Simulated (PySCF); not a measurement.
Cartesian coordinates (Å):
SMILES: N[SiH2][SiH3]
```xyz
10

N      1.8188    -0.3557     0.4345
Si     0.5526     0.7260    -0.0270
Si    -1.5714    -0.2525    -0.2687
H      1.8091    -0.7441     1.3648
H      2.1305    -1.0478    -0.2290
H      0.4658     1.7875     1.0129
H      0.9374     1.3416    -1.3264
H     -1.5365    -1.3220    -1.3065
H     -2.6024     0.7471    -0.6671
H     -2.0040    -0.8800     1.0124
```
Charge 0, multiplicity 1.

Question: What HOMO, total energy, LUMO, HOMO–LUMO gap and dipole moment does PBE0-D3(BJ)/def2-TZVP run with PySCF give?

Answer: 
```yaml
HOMO: -7.02 eV
total_energy: -637.6930 Ha
LUMO: -0.14 eV
HOMO–LUMO gap: 6.88 eV
dipole_moment: 1.30 D
```
